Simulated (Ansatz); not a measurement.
`[GeH3][C]1=CO1` and `[SiH3]C1=CO1` differ in one atom or group.

Ansatz, PBE0-D4/def2-TZVP geometries, multiplicity 1. 

Scalar relativity is left out up to krypton.

| property | `[GeH3][C]1=CO1` |
| --- | --- |
| ideal-gas entropy at 298 K and 1 bar (rigid rotor, harmonic PBE0-D4/def2-TZVP) / J/(mol·K) | 336 |
| zero-point energy (PBE0-D4/def2-TZVP) / kJ/mol | 117.6 |
| LUMO energy (PBE/def2-TZVPP) / eV | -2.05 |
| HOMO–LUMO gap (ωB97M-V/def2-TZVPP) / eV | 9.58 |
| HOMO–LUMO gap (PBE/def2-TZVPP) / eV | 2.69 |
| LUMO energy (B3LYP/def2-TZVPP) / eV | -1.19 |

(1) What does the change do to each property? (Best estimate.)

Answers

(1) Computed: 
```json
{"property": "ideal-gas entropy at 298 K and 1 bar (rigid rotor, harmonic PBE0-D4/def2-TZVP) / J/(mol·K)", "`[SiH3]C1=CO1`": "317", "shift": "-19"}
{"property": "zero-point energy (PBE0-D4/def2-TZVP) / kJ/mol", "`[SiH3]C1=CO1`": "122.2", "shift": "4.6"}
{"property": "LUMO energy (PBE/def2-TZVPP) / eV", "`[SiH3]C1=CO1`": "-2.53", "shift": "-0.48"}
{"property": "HOMO–LUMO gap (ωB97M-V/def2-TZVPP) / eV", "`[SiH3]C1=CO1`": "9.33", "shift": "-0.25"}
{"property": "HOMO–LUMO gap (PBE/def2-TZVPP) / eV", "`[SiH3]C1=CO1`": "2.48", "shift": "-0.21"}
{"property": "LUMO energy (B3LYP/def2-TZVPP) / eV", "`[SiH3]C1=CO1`": "-1.67", "shift": "-0.48"}
```

With PBE0 the HOMO falls by 0.24 eV and the LUMO falls by 0.49 eV, so the gap narrows by about 0.25 eV. PBE moves the HOMO by -0.27 eV and ωB97M-V by -0.23 eV. Modes under 60 cm⁻¹, often nearly free rotors, make the harmonic entropy too high.

B3LYP here is the variant with VWN-RPA as its local correlation; programs differ in this.
